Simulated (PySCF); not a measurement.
Species: C5H6F3PS.
SMILES: `CCC1=C[P@]1(=S)C(F)(F)F`

All values: B3LYP/def2-SVPD (PySCF, non-relativistic), on one gas-phase PBE0-D3(BJ)/def2-SVP geometry that isn't relaxed in the solvent. The solvent is an IEF-PCM continuum (van der Waals radii × 1.2), and excitations are vertical TDDFT with non-equilibrium linear response and a frozen core. The model holds no explicit solvent molecules, cavitation or dispersion.

Gas-phase singlets (H = HOMO, L = LUMO):

```tsv
state	E (eV)	λ (nm)	f	leading configurations
S1	4.249	292	0.001	H→L 99%
S2	4.580	271	0.000	H-1→L 99%
S3	5.170	240	0.009	H→L+2 50%, H→L+1 38%, H→L+3 9%
S4	5.354	232	0.001	H-1→L+1 74%, H-1→L+2 22%
S5	5.476	226	0.026	H-1→L+2 56%, H-1→L+1 16%, H→L+1 12%
```

**Question.** How does the list change in cyclohexane (ε = 2.017)?

**Answer.** 
```json
{"state": "S1", "E (eV)": "4.443", "λ (nm)": "279", "f": "0.002", "leading configurations": "H→L 99%", "change by rank (eV)": "+0.194"}
{"state": "S2", "E (eV)": "4.824", "λ (nm)": "257", "f": "0.000", "leading configurations": "H-1→L 99%", "change by rank (eV)": "+0.244"}
{"state": "S3", "E (eV)": "5.215", "λ (nm)": "238", "f": "0.012", "leading configurations": "H→L+1 54%, H→L+2 41%", "change by rank (eV)": "+0.045"}
{"state": "S4", "E (eV)": "5.486", "λ (nm)": "226", "f": "0.003", "leading configurations": "H-1→L+1 72%, H-1→L+2 25%", "change by rank (eV)": "+0.132"}
{"state": "S5", "E (eV)": "5.556", "λ (nm)": "223", "f": "0.043", "leading configurations": "H-1→L+2 54%, H-1→L+1 16%, H→L+2 14%", "change by rank (eV)": "+0.080"}
```

**Question.** The ground-state energy changes by -0.121 eV from gas to cyclohexane. By how much does the total energy of gas-phase S1 change?

**Answer.** E(S1) = E(S0) + excitation energy, so it changes by -0.121 + 0.194 = +0.073 eV: it isn't lowered at all, while the ground state is. This is the vertical state, with the slow part of the continuum still set for S0.

**Question.** How do the frontier levels move from gas to cyclohexane?

**Answer.** 
| orbital | gas (eV) | solvent (eV) | change (eV) |
| --- | --- | --- | --- |
| LUMO+2 | -0.33 | -0.29 | +0.04 |
| LUMO+1 | -0.40 | -0.35 | +0.05 |
| LUMO | -1.43 | -1.27 | +0.16 |
| HOMO | -6.68 | -6.73 | -0.05 |
| HOMO-1 | -6.91 | -7.01 | -0.10 |
| HOMO-2 | -8.67 | -8.57 | +0.10 |
| HOMO-3 | -9.71 | -9.61 | +0.10 |

The HOMO–LUMO gap goes from 5.25 to 5.46 eV.

Shape of the structure used: `[CH3:1][CH2:2][C:3]1=[CH:4][P@:5]1(=[S:6])[C:7]([F:8])([F:9])[F:10]`: C1–C2–C3–C4 -1°, C4–P5–C7–F8 -153°.
